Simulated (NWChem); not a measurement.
# CH$_{5}$Cl$_{2}$FSi$_{2}$; SMILES C[Si@@H](Cl)[Si@@H](F)Cl

```xyz
11

C     -1.9136     1.5380    -0.7538
Si    -0.0878     1.1403    -0.7417
Cl     0.7913     1.9201     0.9726
Si     0.2470    -1.1790    -0.6493
F      1.8141    -1.5139    -0.3962
Cl    -0.8348    -1.8918     0.9586
H     -2.0693     2.6254    -0.6848
H     -2.4146     1.0568     0.0995
H     -2.3819     1.1789    -1.6842
H      0.6101     1.7298    -1.9227
H     -0.1765    -1.9431    -1.8553
```
Atoms are numbered in this order, from 1.

Program: NWChem. Geometry: optimised at PBE0/def2-SVP. Level: PBE0/def2-SVP with SMD (1 M gas to 1 M solution), gas-phase geometry. Reactions with the solvent are ignored.

### Question
What does the run give for solvent toluene? Quantities: solvation free energy (kcal/mol); cavity-dispersion-structure term (kcal/mol); dipole in solution (D).

### Answer
```yaml
solvation free energy (kcal/mol): -4.2
cavity-dispersion-structure term (kcal/mol): -2.0
dipole in solution (D): 3.64
```
